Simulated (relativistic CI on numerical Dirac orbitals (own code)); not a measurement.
One change at a time: Lu11+

Base calculation: Dirac-Coulomb-Breit CI, orbitals from a KLI potential per configuration, a model potential for QED, unscaled Slater integrals.

Configurations in the expansion (outside the closed core [Kr]): 4d¹⁰4f¹²5s², 4d¹⁰4f¹¹5s²5p, 4d¹⁰4f¹²5s5p, 4d¹⁰4f¹⁴, 4d¹⁰4f¹¹5s5p², 4d¹⁰4f¹³5s, 4d¹⁰4f¹³5p, 4d¹⁰4f¹²5s5d, 4d¹⁰4f¹¹5s²6s, 4d¹⁰4f¹³5d, 4d¹⁰4f¹¹5s²6p, 4d¹⁰4f¹³6s, 4d⁹4f¹³5s², 4d¹⁰4f¹²5s6s. Double excitations out of closed p, d and f shells are left out; levels of such configurations are missing from the list, as are those of other unlisted configurations, and high levels can miss mixing partners.

The lowest level and the first level of each name with at least 55 % of one term (blank where a level has no safe partner in the second run):

```
            Level  Base (cm⁻¹)  Shift (cm⁻¹)
4d¹⁰4f¹¹5s²5p ⁵H7          0.0           0.0
4d¹⁰4f¹¹5s²5p ⁵P1      31368.1         -25.2
4d¹⁰4f¹¹5s²5p ³I7      45441.4         +68.1
4d¹⁰4f¹¹5s²5p ³L7      53032.9         -77.9
4d¹⁰4f¹¹5s²5p ⁵H3      54150.7         -31.3
  4d¹⁰4f¹²5s² ³H6      55785.9        +536.8
4d¹⁰4f¹¹5s²5p ³P0      60547.8         +60.0
4d¹⁰4f¹¹5s²5p ⁵P3      62404.9         +21.8
  4d¹⁰4f¹²5s² ³H5      66967.1        +617.2
```

At this charge transitions that keep the count of f electrons are usually good to a few per cent. Terms inside the open d or f shell come out 10 to 20 % too wide with unscaled integrals. Levels and lines within the n = 5 or 6 shells can be off by up to 10 % or somewhat more, and those that change n by about 2 %, since core polarisation is missing. Levels that differ in their count of f electrons can be misplaced by several ten thousand cm⁻¹, since the correlation energy of f electrons is missing or only estimated; rates across such gaps can be off by orders of magnitude. The computed lowest level isn't the tabulated ground level, which NIST ASD gives as 4f12 5s2 3H6; for such ions that label comes from theory and may be the wrong one.

One thing was changed in a second run, which moved the levels as shown. Which?
A. Breit term removed
B. QED terms removed
C. only the first 3 configurations

C. Only the first 3 configurations. With fewer configurations the levels that remain lose their mixing partners.

LS names give the leading component of a level, which can be under half, so a name can repeat, a term be missing and a line seem to break the LS rules.
